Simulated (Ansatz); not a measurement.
Geometry optimisation, Ansatz 0.2.0, RKS B3LYP-D4/def2-SVP.

Input:

```yaml
crystal:
  periodic: [false, false, false]
  atoms:
    - { symbol: Zn, position_ang: [-0.2272, -0.6677, 0.3481] }
    - { symbol: Cl, position_ang: [0.8213, -1.0557, -2.0159] }
    - { symbol: O, position_ang: [-0.4213, -1.3455, 1.9263] }
    - { symbol: H, position_ang: [0.6915, 0.602, -1.4552] }
    - { symbol: O, position_ang: [0.2419, 1.3042, -0.4988] }
    - { symbol: H, position_ang: [-0.6911, -0.7137, 2.593] }
    - { symbol: H, position_ang: [-0.4149, 1.8765, -0.8975] }
basis:
  gaussian: { orbitals: def2-SVP }
hamiltonian:
  xc: b3lyp
  dispersion: d4
relax:
  f_tol: 0.15
  max_steps: 25
  restrain:
    - { distance: [0, 4], at: 3.18, k: 30.0 }
    - { distance: [3, 1], at: 2.63, k: 30.0 }
    - { distance: [0, 1], at: 2.24, k: 30.0 }
    - { distance: [3, 4], at: 0.97, k: 30.0 }
output:
  orbitals: {}
```

Run as:

```bash
$ ansatz run input.yaml --threads 2 --pin off --max-ram 3072MiB --backend cpu --events-out ev --progress --plain --runs-dir out
```

Where does it end, and by what steps?

It converged. The restraints hold the end off the free minimum. After 7 steps the energy has fallen by 0.876 eV (the restraints' own energy left out); Zn1 moved furthest, 0.67 Å. Parted: Zn1–O5. Joined: H4–O5.

```csv
step,energy less start (eV),largest force component (eV/Å),accepted
0,0.0000,2.989,yes
1,-0.3563,3.415,yes
2,-0.6640,2.178,yes
3,-0.7429,1.413,yes
4,-0.8255,1.021,yes
5,-0.8587,1.089,yes
6,-0.8746,0.884,yes
7,-0.8761,0.929,yes
```

```xyz
7
Properties=species:S:1:pos:R:3
Zn -0.035 -1.307 0.308
Cl 0.620 -1.440 -1.797
O -0.620 -1.466 1.980
H 0.733 1.139 -1.299
O 0.326 1.699 -0.619
H -0.551 -0.646 2.486
H -0.472 2.022 -1.058
```

Run time: 29 s on 2 threads of Intel(R) Xeon(R) Platinum 8259CL CPU @ 2.50GHz (Skylake/Cascade Lake), on a shared host, peak memory 0.22 GiB.
